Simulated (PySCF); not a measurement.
Isomers of C6H6Cl2O, one GFN2-xTB conformer each. Single-point energies are computed at PBE0/def2-SVPD (PySCF, gas phase, no added dispersion term), electronic only.

Problem. Rank them by PBE0/def2-SVPD energy, lowest first (kcal/mol).
A. `[CH2:1]=[C:2]([Cl:3])/[C:4](=[CH:5]\[CH:6]=[O:7])[CH2:8][Cl:9]` with C1–C2–C4–C5 -49°, C4–C5–C6–O7 170°, C2–C4–C8–Cl9 -66°
B. `[O:1]=[C:2]1[CH:3]=[CH:4][C@H:5]([CH:6]([Cl:7])[Cl:8])[CH2:9]1` with C4–C5–C6–Cl7 -58°

Solution. B (0.0), A (27.3).

GFN2-xTB itself gives, in the same order: 0.0, 30.0. Both levels put the same isomer lowest.

Problem. Which frontier levels, dipoles and rotational constants go with these structures?

Solution. 
```
                 SMILES  HOMO (eV, PBE0/def2-SVPD)  LUMO (eV)  dipole (D)       A, B, C (MHz)
O=C1C=C[C@H](C(Cl)Cl)C1                      -7.48      -1.85        4.09  2010, 772.7, 701.0
   C=C(Cl)/C(=C\C=O)CCl                      -7.63      -2.63        1.89  1311, 815.9, 592.2
```
